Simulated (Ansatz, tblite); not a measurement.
Removing and adding an electron: `c1cc2ccc3ccc4cncc(c2c1)c34`. Total charge 0; singlet. Geometry: r2SCAN-D4/def2-SVP. Ansatz, gas phase; energy differences of separate SCF runs; the oxidised species was run as a doublet alone; the reduced species was run as a doublet alone.

```xyz
25

C    -3.583   -0.914    0.284
C    -3.189   -0.573   -1.000
C    -1.799   -0.246   -0.967
C    -1.086    0.139   -2.089
C     0.279    0.491   -2.224
C     1.236    0.530   -1.228
C     2.636    0.903   -1.427
C     3.300    0.835   -0.237
C     2.356    0.414    0.795
C     2.498    0.189    2.152
N     1.453   -0.207    2.919
C     0.278   -0.381    2.352
C    -0.019   -0.186    0.955
C    -1.346   -0.410    0.457
C    -2.465   -0.816    1.173
C     1.081    0.225    0.179
H    -4.589   -1.213    0.586
H    -3.809   -0.550   -1.896
H    -1.673    0.176   -3.015
H     0.610    0.762   -3.233
H     3.054    1.188   -2.394
H     4.356    1.055   -0.065
H     3.459    0.322    2.664
H    -0.531   -0.701    3.019
H    -2.506   -1.031    2.241
```

The xTB rows come from tblite.

```csv
level,−HOMO (eV),vertical IE (eV),−LUMO (eV),vertical EA (eV),HOMO–LUMO gap (eV),IE − EA (eV),remarks
GFN1-xTB,10.83,13.19,9.61,7.38,1.21,5.80,–
GFN2-xTB,9.95,12.31,8.79,6.51,1.16,5.80,–
PBE-D4/def2-SVP,5.07,7.34,3.78,1.71,1.29,5.62,HOMO above zero (-1 doublet)
PBE0-D4/def2-SVP,5.92,7.38,3.20,1.79,2.72,5.59,–
```

Relaxing the oxidised species (r2SCAN-D4/def2-SVP) changes its energy by -0.13 eV at PBE-D4/def2-SVP, so the adiabatic ionisation energy to this nearest minimum is 7.21 eV. At PBE0-D4/def2-SVP it is 7.23 eV.     A HOMO above zero means that the electron is unbound at that level or that self-interaction error raises the level; the energy of removing that electron tells which. Raw xTB energy differences between charge states are shifted by several eV; the methods need an empirical correction for them. Sets without diffuse functions give affinities that are too small.
